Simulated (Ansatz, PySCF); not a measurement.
The pair A = NH3 (SMILES N) (first 4 atoms), B = H2Se (SMILES [SeH2]); geometry from B3LYP-D3(BJ)/def2-TZVP.
(charge 0, multiplicity 1):
```csv
atom,x (Å),y (Å),z (Å)
N,-0.0681,-0.1982,0.0157
H,-0.9794,-0.3057,-0.4151
H,0.3835,0.6005,-0.4148
H,0.4788,-1.0217,-0.2082
Se,-0.3803,0.2092,3.6157
H,0.9475,0.8289,3.7369
H,-0.2298,0.0566,2.1443
```

Correlated levels freeze the cores. Filled d and f shells under p-block atoms count as core. CBS(a, b) extrapolates the correlation energy as X⁻³ and adds the Hartree–Fock energy of set b.

Codes used: Ansatz (a first-principles code) with Gaussian orbitals; PySCF for the dispersion terms. 

The monomers are drawn apart, rigid, along the line of their centres of mass. Counterpoise-corrected interaction energies (kcal/mol):

```csv
level,R = 4.544 Å,R = 5.404 Å
PBE/def2-TZVPPD,-1.8932,-0.7995
PBE-D3(BJ)/def2-TZVPPD,-2.2105,-0.9205
wB97M-V/def2-TZVPPD,-1.8654,-0.8217
"CCSD(T)/CBS(aug-cc-pVDZ, aug-cc-pVTZ)",-1.9130,-0.8373
```

### Question
R is the distance of the centres of mass. Find the local exponent m of E ∝ R⁻ᵐ between the two points.

### Answer

m = ln(E₁/E₂)/ln(R₂/R₁): PBE/def2-TZVPPD 5.0; PBE-D3(BJ)/def2-TZVPPD 5.1; wB97M-V/def2-TZVPPD 4.7; CCSD(T)/CBS(aug-cc-pVDZ, aug-cc-pVTZ) 4.8. For scale, two fixed dipoles give m = 3, dipole and quadrupole 4, quadrupoles 5, and dispersion or dipole-induced dipole 6 at long range; at these distances several terms mix, and what is left of overlap and damping shifts m, so it need not match one of them.
